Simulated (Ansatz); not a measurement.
`C[Si](C)(C)C#Cc1ccc(-c2ccc(-c3ccc(-c4ccc(-c5ccc(-c6ccc(C#C[Si](C)(C)C)s6)s5)s4)s3)s2)s1`, relaxed as a singlet with RKS PBE-D4/def2-SVP in Ansatz, starting from the GFN2-xTB geometry. Force threshold 0.03 eV/Å.

Single mean-field runs in def2-SVP are fitted with def2-universal-jkfit.

Start:

Cartesian coordinates in Å:
```
C -5.546 -14.527 2.423
Si -6.468 -13.151 3.366
C -6.404 -13.457 5.246
C -8.273 -13.026 2.768
C -5.593 -11.551 3.016
C -4.985 -10.525 2.801
C -4.296 -9.338 2.552
C -3.013 -9.014 2.924
C -2.629 -7.732 2.521
C -3.613 -7.058 1.835
C -3.576 -5.744 1.291
C -4.594 -5.064 0.661
C -4.240 -3.776 0.259
C -2.937 -3.445 0.565
C -2.263 -2.222 0.292
C -2.812 -1.038 -0.154
C -1.870 -0.026 -0.339
C -0.582 -0.414 -0.047
C 0.611 0.348 -0.161
C 1.910 -0.076 0.007
C 2.857 0.921 -0.231
C 2.300 2.134 -0.575
C 2.977 3.344 -0.894
C 4.323 3.517 -1.135
C 4.667 4.837 -1.431
C 3.597 5.703 -1.415
C 3.609 7.105 -1.655
C 2.566 7.999 -1.576
C 2.938 9.314 -1.872
C 4.270 9.443 -2.183
C 4.961 10.607 -2.517
C 5.572 11.612 -2.808
Si 6.445 13.187 -3.263
C 5.130 14.368 -3.978
C 7.783 12.799 -4.563
C 7.239 13.927 -1.696
S 5.088 7.905 -2.108
S 2.125 4.856 -1.034
S 0.562 2.031 -0.607
S -0.540 -2.072 0.485
S -2.139 -4.765 1.374
S -5.050 -8.031 1.681
H -6.004 -15.498 2.589
H -5.551 -14.340 1.353
H -4.509 -14.592 2.738
H -6.900 -12.661 5.792
H -5.378 -13.507 5.599
H -6.890 -14.392 5.512
H -8.807 -12.232 3.280
H -8.323 -12.823 1.703
H -8.809 -13.954 2.952
H -2.383 -9.691 3.473
H -1.666 -7.297 2.724
H -5.566 -5.498 0.501
H -4.909 -3.107 -0.251
H -3.864 -0.910 -0.332
H -2.107 0.966 -0.683
H 2.153 -1.086 0.287
H 3.917 0.766 -0.145
H 5.031 2.709 -1.111
H 5.669 5.162 -1.651
H 1.568 7.699 -1.307
H 2.263 10.151 -1.860
H 4.351 14.571 -3.250
H 4.655 13.938 -4.855
H 5.565 15.319 -4.271
H 8.313 13.700 -4.860
H 8.516 12.097 -4.178
H 7.350 12.363 -5.458
H 7.756 14.856 -1.919
H 6.491 14.140 -0.938
H 7.963 13.245 -1.261
```

```
step   energy (eV)  largest force component (eV/Å)  SCF passes
   1  -116383.9180                           2.792          24
   2  -116384.5123                           0.297          22
   3  -116384.5676                           0.133          22
   4  -116384.5701                           0.123          21
   5  -116384.5706                           0.086          21
   6  -116384.5743                           0.006          21
```

Force components are those of the run's own axes.

End:

Cartesian coordinates in Å:
```
C -5.602 -14.662 2.473
Si -6.488 -13.274 3.403
C -6.450 -13.602 5.265
C -8.270 -13.101 2.795
C -5.604 -11.686 3.070
C -4.996 -10.629 2.853
C -4.314 -9.425 2.603
C -3.004 -9.066 2.938
C -2.655 -7.763 2.523
C -3.688 -7.091 1.861
C -3.692 -5.760 1.308
C -4.733 -5.061 0.690
C -4.371 -3.765 0.262
C -3.041 -3.437 0.544
C -2.344 -2.211 0.252
C -2.878 -0.992 -0.177
C -1.903 0.008 -0.383
C -0.597 -0.417 -0.117
C 0.637 0.313 -0.223
C 1.948 -0.127 -0.012
C 2.923 0.873 -0.219
C 2.384 2.107 -0.597
C 3.082 3.330 -0.898
C 4.452 3.517 -1.108
C 4.801 4.857 -1.385
C 3.710 5.730 -1.398
C 3.679 7.149 -1.646
C 2.591 8.026 -1.592
C 2.927 9.364 -1.894
C 4.283 9.544 -2.188
C 4.968 10.722 -2.530
C 5.579 11.757 -2.833
Si 6.466 13.311 -3.291
C 5.201 14.518 -4.010
C 7.790 12.890 -4.574
C 7.263 14.039 -1.738
S 5.138 8.010 -2.084
S 2.231 4.855 -1.046
S 0.637 2.003 -0.695
S -0.600 -2.096 0.391
S -2.247 -4.769 1.359
S -5.109 -8.106 1.754
H -6.103 -15.635 2.656
H -5.603 -14.473 1.381
H -4.547 -14.751 2.803
H -6.960 -12.790 5.821
H -5.406 -13.666 5.634
H -6.959 -14.559 5.503
H -8.789 -12.272 3.316
H -8.301 -12.895 1.706
H -8.836 -14.037 2.985
H -2.334 -9.751 3.475
H -1.672 -7.304 2.702
H -5.733 -5.495 0.551
H -5.052 -3.080 -0.260
H -3.955 -0.835 -0.321
H -2.133 1.029 -0.719
H 2.181 -1.158 0.289
H 4.001 0.713 -0.084
H 5.173 2.690 -1.077
H 5.828 5.195 -1.581
H 1.576 7.693 -1.331
H 2.215 10.200 -1.902
H 4.404 14.743 -3.273
H 4.720 14.096 -4.916
H 5.690 15.473 -4.291
H 8.341 13.805 -4.878
H 8.524 12.166 -4.166
H 7.336 12.443 -5.481
H 7.801 14.979 -1.981
H 6.498 14.267 -0.969
H 7.992 13.329 -1.296
```

By distances, no bond broke or formed. The bond that changes most is C5–C6, from 1.21 to 1.24 Å (atoms count from 1).

No frequencies were taken in this run, so the end may be a saddle point.

It took 21 s on 4 threads of AMD EPYC 7R13 on a shared host and a share (37 GiB) of an NVIDIA H100 80GB HBM3.
